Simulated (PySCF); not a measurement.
**Question.** Write Cartesian coordinates for `[SiH3]C[SiH2]Br` as optimised with PBE0-D3(BJ)/def2-SVP.

**Answer.** 
```xyz
11
CH7BrSi2 angstrom
Si     1.699   -0.923   -2.036
C      0.772   -1.825   -3.410
Si    -1.087   -1.792   -3.237
Br    -2.040   -2.794   -4.992
H      1.329    0.525   -2.036
H      1.333   -1.500   -0.705
H      3.175   -1.047   -2.228
H      1.100   -2.878   -3.435
H      1.044   -1.374   -4.379
H     -1.522   -2.525   -2.015
H     -1.599   -0.393   -3.195
```

Any rigid rotation of these coordinates is as good. Atoms count from 1 in this order. Si3 (SiH2 silicon) is tetrahedral (angles from 107.3° to 111.2°). Si1 (SiH3 silicon) is tetrahedral (angles from 108.3° to 110.6°).

Bonds between heavy atoms (Å): Si1–C2 1.887, C2–Si3 1.868, Si3–Br4 2.234.

Computed with PySCF, PBE0-D3(BJ)/def2-SVP geometry optimisation, gas phase.

Point group: near Cs, missed by 0.18 Å at most; the miss may be what the optimiser left on a soft mode. No frequency check. One conformer, not necessarily the lowest (Si1–C2–Si3–Br4 177°).

Run on one thread of an Arm Neoverse V1, no GPU, shared host. That covers the optimisation of the geometry.
